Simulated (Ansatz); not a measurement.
Consider the cleavage of the Ge–Si bond: `S[SiH2][GeH3]` + H₂S → `[SH][GeH3]` + `[SiH3]S`.

Gas-phase electronic energies from Ansatz, PBE0-D4/def2-TZVP geometries. CCSD(T)/CBS adds triple-zeta CCSD(T) − MP2 to the extrapolated MP2 energy (def2 sets, frozen cores). This one scheme is used for every species. DFT in def2-TZVPP. For Ge outer-core shells are correlated without core-valence functions, which leaves a few kJ/mol of doubt a bond. Scalar relativity is left out up to krypton. One conformer a species, not always the lowest.

| level | ΔE (kJ/mol) | difference from CCSD(T)/CBS |
| --- | --- | --- |
| r2SCAN-D4 | -23.0 | 0.1 |
| CAM-B3LYP-D4 | -25.3 | -2.2 |
| ωB97X-V | -26.3 | -3.2 |
| B2PLYP | -28.7 | -5.6 |
| PBE-QIDH | -26.6 | -3.5 |
| RPA@PBE/def2-TZVPP | -25.8 | -2.7 |
| HF/def2-TZVPP | -41.9 | -18.8 |
| SCS-MP2/def2-TZVPP | -32.1 | -9.0 |
| CCSD/def2-TZVPP | -26.0 | -2.9 |
| HF/CBS(def2) | -42.4 | -19.3 |
| CCSD(T)/CBS | -23.1 | 0 |

Largest T1 diagnostic among the species: 0.012.

From PBE to PBE0 (25 % exact exchange), in def2-TZVPP and without D4, ΔE moves by −3.3 kJ/mol. Leaving LDA and LC-ωPBE aside and taking each functional with its dispersion term where it has one, the values, not all of them listed here, spread over 12.0 kJ/mol, from B2PLYP to PBE-D4. LDA lies +5.7 kJ/mol from PBE without D4. In def2-TZVPP, CCSD(T) changes the Hartree–Fock value by +17.0 kJ/mol (the triples alone add +1.1 kJ/mol) and MP2 by +12.4 kJ/mol.
